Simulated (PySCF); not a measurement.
## Correlation energy of Kr⁺ (krypton, charge +1)

[Ar] 3d10 4s1 4p5 4d1, one real determinant (an excited configuration). Computed with PySCF 2.14 in dyall-av2z, with no relativity, point nucleus. Frozen: [Ar] 3d10; 7 electrons correlated; the 34 highest virtual orbitals of each spin left out.

```
  level  correlation energy (mhartree)
   CCSD                        -195.93
    (T)                         -23.38
CCSD(T)                        -219.31
```

Diagnostics: T1 = 0.017, D1 = 0.0550, largest double amplitude 0.440.

The real determinant used has ⟨L²⟩ near 8 against 12 for a pure F term, so it mixes terms. The outer electron is Rydberg-like, and this basis confines it to a smaller radius and binds it less than a complete one would. A double-excitation amplitude exceeds 0.15, a sign of near-degeneracy.

Cost of the coupled-cluster step: roughly 8 core-seconds, for 7 correlated electrons.

The reference is one real determinant that mixes LS terms of this configuration.
